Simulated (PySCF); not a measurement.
A side-by-side comparison of computed properties.

First species: CH6O3Si.
SMILES with atom numbers: `[CH3:1][O:2][SiH:3]([OH:4])[OH:5]` (hydrogens: H6, H7, H8 on C1; H9 on Si3; H10 on O4; H11 on O5)

Second species: Ag(PF3)(OH) (singlet state).
SMILES: `[OH][Ag]<-[P](F)(F)F`

Levels: CAM-B3LYP/def2-SVPD for dipole moment, HOMO energy, LUMO energy, HOMO–LUMO gap and static isotropic polarisability; TDDFT CAM-B3LYP/def2-SVPD for lowest singlet excitation; TDA CAM-B3LYP/def2-SVPD for lowest triplet excitation (Tamm–Dancoff); ΔSCF CAM-B3LYP/def2-SVPD for vertical ionisation energy; PBE0-D3(BJ)/def2-SVP for rotational constant A and rotational constant C. Geometries: PBE0-D3(BJ)/def2-SVP. Each structure is a single optimised conformer of the isolated species (atoms past krypton carry core potentials, spin–orbit coupling is left out); the electronic structure was computed with PySCF and density fitting.

The conformers computed, where there is a choice (atom-mapped SMILES and torsion angles):
- `[CH3:1][O:2][SiH:3]([OH:4])[OH:5]`: C1–O2–Si3–O4 68°, H–O4–Si3–O2 76°, H–O5–Si3–O2 20°

```csv
property,column X,column Y
dipole moment,1.75 D,4.15 D
HOMO energy,-9.96 eV,-8.56 eV
LUMO energy,0.84 eV,-0.94 eV
HOMO–LUMO gap,10.80 eV,7.62 eV
lowest singlet excitation,7.82 eV,4.64 eV
lowest triplet excitation (Tamm–Dancoff),7.61 eV,4.49 eV
static isotropic polarisability,49.3 au,57.9 au
vertical ionisation energy,10.96 eV,9.43 eV
rotational constant A,6.354 GHz,4.588 GHz
rotational constant C,2.249 GHz,0.852 GHz
```

**Question.** Which column belongs to which species?

**Answer.** Column X is the first species and column Y the second. The first has 11 atoms and 50 electrons, the second 7 and 98.

**Question.** How does each property change from the first species to the second?

**Answer.** dipole moment +2.40 D; HOMO energy +1.40 eV; LUMO energy -1.78 eV; HOMO–LUMO gap -3.18 eV; lowest singlet excitation -3.18 eV; lowest triplet excitation (Tamm–Dancoff) -3.12 eV; static isotropic polarisability +8.6 au; vertical ionisation energy -1.53 eV; rotational constant A -1.766 GHz; rotational constant C -1.397 GHz.

On the first: The principal polarisabilities are 46.2, 47.5 and 54.3 au; their mean is the isotropic value. The polarisability is 7.31 Å³ as a volume (1 au = 0.148185 Å³), or 0.99 au for each of the 50 electrons.

On the second: The polarisability is 8.58 Å³ as a volume (1 au = 0.148185 Å³). The vertical singlet–triplet gap S1 − T1 is 0.15 eV (TDDFT singlet less Tamm–Dancoff triplet; S1: HOMO→LUMO, weight 0.93; T1: HOMO→LUMO+1, weight 0.83). Atoms past krypton carry effective core potentials; spin–orbit coupling is left out.
